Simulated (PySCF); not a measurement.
## In: excitation energy

In [Kr] 4d10 5s2 5p1 (2P) → In [Kr] 4d10 5s2 5d1 (2D), as a difference of total energies. Computed with PySCF 2.14 in aug-cc-pVQZ-DK3 (9s8p6d3f2g, 102 functions), with the spin-free X2C one-electron Hamiltonian (Gaussian nucleus). Correlated levels: valence: [Kr] 4d10 frozen. The calculations carry no spin-orbit coupling.

```csv
method,excitation energy (eV),error (eV)
UHF,3.912,+0.015
LDA,3.866,-0.031
PBE,3.656,-0.241
PBE0,3.804,-0.093
r2SCAN,3.971,+0.074
revPBE,3.577,-0.320
CAM-B3LYP,4.046,+0.149
PBEsol,3.724,-0.173
MP2 (valence),3.964,+0.067
SCS-MP2 (valence),3.972,+0.075
```

Reference: 3.897 eV (measured; NIST levels, between the centres of gravity of the two terms).

Errors of the correlated levels include the incompleteness of this basis and the frozen core.

The promoted electron is Rydberg-like, and one or two diffuse shells describe it only roughly, which tends to raise the upper state.
